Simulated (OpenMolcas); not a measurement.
Ni²⁺.

| Property | Result |
| --- | --- |
| Program | OpenMolcas |
| Basis | ANO-R2 [6s5p4d2f1g] |
| Scalar Hamiltonian | X2C, finite nucleus |
| Active space | 8 electrons in 6 orbitals (3d 4s) |
| State averaging | 2S+1 = 3 even, 55 roots; 2S+1 = 5 even, 10 roots kept (CI in the orbitals of an earlier block); 2S+1 = 1 even, 50 roots kept (CI in the orbitals of an earlier block) |
| Spin-orbit coupling | RASSI with atomic mean-field integrals over the reference wave functions, term energies averaged over their components |

Two sets of levels on these reference wave functions, in cm-1 above 3d8 3F4: one from CASSCF and one from MS-CASPT2, IPEA 0.25 Eh, imaginary shift 0.1 Eh (closed shells correlated: 3s 3p).

| Level | Set 1 | Set 2 |
| --- | --- | --- |
| 3d8 3F4 | 0.0 | 0.0 |
| 3d8 3F3 | 1454 | 1450 |
| 3d8 3F2 | 2420 | 2450 |
| 3d8 1D2 | 13340 | 18130 |
| 3d8 3P2 | 16750 | 21880 |
| 3d8 3P1 | 17120 | 22290 |
| 3d8 3P0 | 17390 | 22580 |
| 3d8 1G4 | 22910 | 28100 |
| 3d7 4s 5F5 | 50930 | 29370 |
| 3d7 4s 5F4 | 51840 | 30270 |
| 3d7 4s 5F3 | 52550 | 30990 |
| 3d7 4s 5F2 | 53080 | 31520 |
| 3d7 4s 5F1 | 53420 | 31860 |
| 3d7 4s 3F4(1) | 58940 | 38990 |
| 3d7 4s 3F3(1) | 60160 | 40210 |
| 3d7 4s 3F2(1) | 61000 | 41060 |

Question: Which set is which?

Answer: Set 1 is MS-CASPT2. Its levels of the other terms of 3d8 lie at 0.74 to 0.82 of the other set's values, as expected, since terms of lower spin or lower L gain more correlation energy than the Hund ground term. Against 12 measured levels (Corliss and Sugar, J. Phys. Chem. Ref. Data 10, 197 (1981)) the mean absolute deviation is 1300 cm-1 with it and 12000 cm-1 without; single levels miss by up to 2900 cm-1 with it.

Term energies are means over components that CASPT2 splits; among the terms shown or strongly mixed into the levels shown the widest spread is 2100 cm-1 (3d8 1G, MS-CASPT2). Terms from blocks run as CI alone lack orbitals of their own. A single d shell beside an s shell can misplace configurations of different d count against each other. Without dynamic correlation excited terms often stand tens of per cent too high (terms of higher spin than the ground term too low), and those without a measured partner can miss by more than the paired ones (holds for CASSCF). Some levels mix across a computed gap that differs much from the measured one, so their mixing is not that of the real levels (holds for CASSCF). Measured partners are found by configuration, term and J. A level has none where our copy of the source lacks it or the pairing is in doubt (some pairs that miss far off the trend of their configuration count as doubtful), and it then counts in no deviation. Only configurations of the active space appear. Levels that lie high or do not pair safely by name in every column are left out.

A number in round brackets counts repeated terms of one configuration in the order of the reference energies.
